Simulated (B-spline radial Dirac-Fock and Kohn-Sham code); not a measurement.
# Relativistic shifts of the levels of Ca⁺

System: the Ca⁺ ion, configuration [Ar] 4s1.

Both columns are ΔSCF binding energies of the configuration average from a radial B-spline solver: non-relativistic Hartree-Fock with a point nucleus, and Dirac-Fock with a finite nucleus and the Coulomb interaction alone, averaged over the two j levels with weights 2j+1.

```csv
shell,Hartree-Fock (eV),Dirac-Fock (eV),shift (eV),shift (%)
1s,4038.8,4060.3,+21.44,+0.53
2s,454.1,457.9,+3.87,+0.85
2p,366.0,366.2,+0.22,+0.06
3p,41.24,41.21,-0.03,-0.07
4s,11.31,11.35,+0.04,+0.39
```

Relativity binds 1s, 2s, 2p, 4s more strongly, among those listed most of all 2s in relative terms, and 3p more weakly.

Values without a named source are computed, but for edge energies of neutral atoms, which are taken from tables.
